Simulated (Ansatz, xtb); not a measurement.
**Relaxing a trial structure of AlF2OSi**

The starting geometry of this gas-phase doublet was built from a drawn formula by distance geometry and a force field; its bonds are those of `[O][Si](F)(F)[Al]`.

```yaml
atoms:
  - { symbol: Al, position_ang: [-1.3342, -1.3471, 1.5803] }
  - { symbol: F, position_ang: [0.6028, -2.7211, 3.8957] }
  - { symbol: F, position_ang: [1.7085, -2.6641, 1.3296] }
  - { symbol: O, position_ang: [1.6090, -0.3110, 2.8822] }
  - { symbol: Si, position_ang: [0.7831, -1.8107, 2.5304] }
```

Task: Predict what becomes of its bonds when it is optimised with r2SCAN-D4/def2-SVP.

Result: It rearranges, giving a structure given below by its coordinates. Contacts that open: Al1–Si5 (2.37 → 3.37 Å). Contacts that close: Al1–O4 (3.38 → 1.73 Å).

The energy falls by 3.40 eV over 17 steps:

```
step  E − E(last) (eV)
   1             3.404
   3             2.611
   5             1.458
   6             0.951
   8             0.477
  10             0.390
  12             0.289
  13             0.098
  15             0.006
  17             0.000
```

Final geometry (Å):

```xyz
5

Al   -0.8667    0.2348    1.8236
F     1.2056   -2.6493    4.0594
F     2.2217   -2.6010    1.6835
O    -0.0045   -1.2296    2.1650
Si    0.8131   -2.6087    2.4866
```

From the same start GFN2-xTB ends elsewhere, at `F[Si]1(F)[O][Al]1`.

The end wasn't checked by frequencies. Open shells are spin-unrestricted. Run with Ansatz 0.2.0, 79 s on 2 threads of Arm Neoverse V2 (shared host).
